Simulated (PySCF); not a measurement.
Species: C₆H₉P.
SMILES with atom numbers: `[CH:1]#[C:2][P:3]([CH3:4])[CH:5]1[CH2:6][CH2:7]1`

Structure used (GFN2-xTB), in Å, numbered top down from 1:
```
atom  x, y, z in Å
C1     1.2069    2.9227   -0.0009
C2     0.9892    1.7807    0.3054
P3     0.6611    0.1523    0.9164
C4     2.0302   -0.7162    0.0105
C5    -0.7016   -0.2471   -0.2582
C6    -2.1185   -0.0855    0.2106
C7    -1.5465   -1.4535    0.0382
H8     1.3975    3.9089   -0.3114
H9     2.0414   -0.4405   -1.0430
H10    1.8882   -1.7918    0.1051
H11    2.9834   -0.4489    0.4632
H12   -0.4919   -0.0240   -1.3007
H13   -2.8549    0.2608   -0.4994
H14   -2.2832    0.2738    1.2163
H15   -1.3235   -2.0256    0.9279
H16   -1.8853   -2.0569   -0.7912
```

NICS is the negative of the GIAO shielding at a point without a nucleus: at the ring centre (0) and 1 Å above and below it (1); zz is the component along the ring normal. Level: GIAO PBE0/pcSseg-1 (PySCF, non-relativistic, gas phase) on the GFN2-xTB geometry, one conformer.

Ring bond lengths (Å), with Mayer bond orders in brackets: C5–C6 1.501 (0.95), C6–C7 1.493 (0.98), C7–C5 1.502 (0.94).

What do the NICS probes read (ppm)?

```csv
ring,type,NICS(0),"NICS(1), two faces","NICS(1)zz, two faces",rms pucker (Å),"centre to ring atoms, mean (Å)"
C5–C6–C7,3-membered carbocycle; formal bonds all single,-43.8,-8.6 / -8.7,-22.1 / -24.0,0.00,0.87
```

What do they say, and how far can they be read as aromaticity?

- C5–C6–C7: mean NICS(1)zz -23.0 ppm, shielded. C5, C6, C7 have four or more neighbours; no verdict on aromaticity is drawn. NICS(0) lies 35 ppm below the mean NICS(1).

List the ring angles and the Hirshfeld charges of the ring atoms.

- C5–C6–C7: C5 59.6° (-0.086 e), C6 60.2° (-0.089 e), C7 60.2° (-0.091 e); sum 180.0° against 180° for a flat convex ring.

What are the shieldings of the ring atoms and their hydrogens in the same run (means over atoms taken as equivalent)?

```csv
atoms,environment,σ isotropic (ppm)
C5,sp3 carbon bound to phosphorus,169.5
C6 (×2),three-membered-ring carbon,181.1
H12,methine hydrogen,30.75
H13 (×2),methylene hydrogen,30.95
H14 (×2),methylene hydrogen,31.33
```
